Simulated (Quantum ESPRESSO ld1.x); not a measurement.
Q: Species: Al. Configuration: [Ne] 3s2 3p1 (the NIST ground configuration). Method: scalar-relativistic Kohn-Sham, PBE, spin-unpolarised, spherical densities, point nucleus; computed with ld1.x of Quantum ESPRESSO 7.5. Some entries of the table are withheld. Estimate them.

orbital,occ.,eigenvalue (eV),<r> (bohr)
1s,2,(1),0.1202
2s,2,(2),0.6261
2p,6,-69.643,0.6034
3s,2,(3),2.543
3p,1,(4),(5)

A: 
(1) 1s eigenvalue (eV): -1511.145
(2) 2s eigenvalue (eV): -108.165
(3) 3s eigenvalue (eV): -7.753
(4) 3p eigenvalue (eV): -2.712
(5) 3p <r> (bohr): 3.448
